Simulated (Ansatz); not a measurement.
Basis-set extrapolation for H7OPSi2, SMILES `O[SiH]([SiH3])P` (PBE0-D4/def2-TZVP geometry, frozen core, Ansatz). Multiplicity 1, RHF reference.

```csv
,def2-TZVPP,def2-QZVPP
HF,-997.655727,-997.687421
MP2 correlation,-0.650061,-0.701254
CCSD(T) correlation,-0.737780,not run
```

Energies in hartree. Use E(X) = E(∞) + A·exp(−7.88·√X) for Hartree–Fock and E(X) = E(∞) + B·X^(−2.97) for correlation, with X = 3 and 4, and add CCSD(T) minus MP2 of the smaller set to the MP2 limit.

Task: What is the CCSD(T) energy at the basis-set limit?

Result: HF limit: -997.687421 + (-0.031694) × 0.13774 = -997.69179. MP2 limit: -0.701254 + (-0.051193) × 0.74074 = -0.73917. Higher-order term: -0.737780 − (-0.650061) = -0.08772. Total: -998.51868 hartree, 328.6 kJ/mol below CCSD(T)/def2-TZVPP.
